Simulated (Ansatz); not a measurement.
A search over several starts for the lowest SCF solution of the cluster Zn7Se6⁺ at the given spin, in a small basis.

```yaml
crystal:
  periodic: [false, false, false]
  atoms:
    - {symbol: Zn, position_ang: [-0.168726, -5.223088, 2.722193]}
    - {symbol: Zn, position_ang: [1.599065, 2.510229, -3.246708]}
    - {symbol: Zn, position_ang: [0.001916, 0.410664, -1.577210]}
    - {symbol: Zn, position_ang: [-0.404454, -1.545870, 2.083524]}
    - {symbol: Zn, position_ang: [-0.942597, -3.125868, -0.075270]}
    - {symbol: Zn, position_ang: [-0.562455, 1.321349, 1.787540]}
    - {symbol: Zn, position_ang: [0.395632, 3.603737, -0.968888]}
    - {symbol: Se, position_ang: [-0.263962, 0.129077, 3.694163]}
    - {symbol: Se, position_ang: [2.093577, 4.511205, -2.167410]}
    - {symbol: Se, position_ang: [-1.937893, -3.620371, 2.000902]}
    - {symbol: Se, position_ang: [0.728490, -1.539673, -0.191959]}
    - {symbol: Se, position_ang: [-1.311003, 2.124741, -0.287719]}
    - {symbol: Se, position_ang: [0.772420, 0.443858, -3.773157]}
basis:
  gaussian: {orbitals: def2-SVP, fitting: {mean_field: def2-universal-jkfit}, initial_orbitals: start.molden}
total_charge: 1
magnetization: {spin_polarized: true, initial_magnetization: 1}
hamiltonian: {xc: pbe0, dispersion: d4}
output: {orbitals: {seedname: orbitals}}
```

The file start.molden holds the orbitals of an earlier run on this structure, at another level or in another basis.

```sh
$ ansatz run in.yaml --threads 2 --pin off --events-out ev --progress --plain --max-ram 32768MiB --backend cuda --devices 0, --max-vram 18GiB
```

It prints (some lines left out):

```
Functional definition: PBE0
3444 factors; integrals over basis functions are off by at most 2.1e-2 eV
mean field evaluation 1: about -730764.1412 eV, gradient 1.7e2 eV
mean field evaluation 2: about -730791.4987 eV, gradient 4.5e1 eV
mean field evaluation 4: about -730841.1213 eV, gradient 1.6e1 eV
mean field evaluation 8: about -730854.5160 eV, gradient 1.5e-2 eV
mean field evaluation 16: about -730854.4974 eV, gradient 1.7e0 eV
mean field -730854.51439097 eV, -26858.4080128857 hartree, gradient 2.6e-5 eV, S^2 0.753481; 1 other end points of the search recorded, 0 dependent functions left out
reference -730854.51445694 eV, -26858.4080153099 hartree; 207, 206 occupied and 202, 203 virtual orbitals, 3444 factors
Total energy: -730855.50476062 eV, -26858.4444082988 hartree
```

Hardware: 2 threads of AMD EPYC 7R13 on a shared host and a share (18 GiB) of an NVIDIA H100 80GB HBM3. Wall time 24 s, peak host memory 1 GiB.

Single mean-field runs in def2-SVP are fitted with def2-universal-jkfit. Another isomer (doublet) lies 0.56 eV lower at PBE0-D4/def2-TZVP; other spin states weren't run for this one.
